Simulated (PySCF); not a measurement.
A PySCF script (with the pyscf-properties extension) for the NMR shieldings of SMILES [BH3-][P@H+]1CCC(C)=C1C, C₆H₁₄BP, on a PBE0-D3(BJ)/def2-SVP geometry:

```python
import basis_set_exchange as bse
import numpy as np
from pyscf import gto, scf
from pyscf.prop import nmr

atoms = """
B    -2.872404    0.143132    0.047516
P    -1.217037   -0.759211   -0.243515
C    -0.282197   -0.452994   -1.789828
C     1.197938   -0.508424   -1.404229
C     1.332618   -0.236956    0.076447
C     2.692109    0.087811    0.598666
C     0.205914   -0.352314    0.810426
C     0.022161   -0.180363    2.280239
H    -3.214222   -0.190919    1.174837
H    -2.585017    1.328686   -0.056843
H    -3.621405   -0.273005   -0.825847
H    -1.308945   -2.178560   -0.156949
H    -0.571678    0.561189   -2.107363
H    -0.565982   -1.146317   -2.593381
H     1.794205    0.210116   -1.991563
H     1.629287   -1.503301   -1.622664
H     3.406384   -0.709283    0.331951
H     2.712335    0.213538    1.688473
H     3.071879    1.014850    0.137297
H    -0.308740   -1.121111    2.751346
H    -0.762137    0.565131    2.486580
H     0.946023    0.141493    2.780289
"""
names = dict.fromkeys(["B", "P", "C", "H"], "pcSseg-1")
basis = {el: gto.basis.parse(bse.get_basis(n, elements=[el], fmt="nwchem")) for el, n in names.items()}
mol = gto.M(atom=atoms, basis=basis, charge=0, verbose=0)
mf = scf.RHF(mol)
mf.conv_tol = 1e-9
mf.kernel()

calc = nmr.RHF(mf)   # GIAO
C = mf.mo_coeff
Co = C[:, mf.mo_occ > 0]
resp = mf.gen_response(singlet=True, hermi=2)
def vind(x):   # induced exchange potential for any number of trial vectors
    d = np.einsum("pi,xij,qj->xpq", C, 2 * x.reshape(-1, C.shape[1], Co.shape[1]), Co, optimize=True)
    return np.einsum("xpq,pi,qj->xij", resp(d - d.transpose(0, 2, 1)), C, Co, optimize=True).ravel()
mo1, _ = nmr.rhf.solve_mo1(calc, with_cphf=vind)
sigma = calc.kernel(mo1)
for i, s in enumerate(sigma):   # ppm
    print("%2d %-2s %9.2f" % (i, mol.atom_pure_symbol(i), np.trace(s) / 3))
```

Problem. What are the results?

Solution. 
```
 0 B     153.78
 1 P     350.78
 2 C     174.91
 3 C     156.30
 4 C      31.44
 5 C     174.76
 6 C      63.42
 7 C     178.27
 8 H      30.68
 9 H      31.11
10 H      30.84
11 H      26.75
12 H      30.14
13 H      30.03
14 H      29.49
15 H      29.46
16 H      30.14
17 H      29.25
18 H      30.06
19 H      30.16
20 H      29.52
21 H      29.48
```

These numbers come from an equivalent density-fitted implementation of the same equations, which agrees with the script to about 0.01 ppm for H and up to a few tenths of a ppm for heavy atoms, so last digits may differ.

Problem. Turn these shieldings into chemical shifts. Shifts are taken against calculated references (same method and geometry level): ¹¹B (115.29 ppm) vs BF3·OEt2; ³¹P (356.22 ppm) against H3PO4; TMS for ¹³C (190.85 ppm), ¹H (31.69 ppm).

Solution. Averaging equivalent atoms: B 0: -38.5; P 1: 5.4; C 4: 159.4; C 6: 127.4; C 3: 34.5; C 5: 16.1; C 2: 15.9; C 7: 12.6; H 11: 4.94; H 15: 2.22; H 14: 2.20; H 19/20/21: 1.97; H 16/17/18: 1.87; H 13: 1.66; H 12: 1.54; H 8/9/10: 0.81 ppm. Experimental scales use liquid or dissolved standards, which lie at an offset from isolated H3PO4.

Size and cost of the density-fitted run: 213 basis functions, 32 s wall time on 1 thread of an Arm Neoverse N1, shared host; peak memory 1.1 GiB.
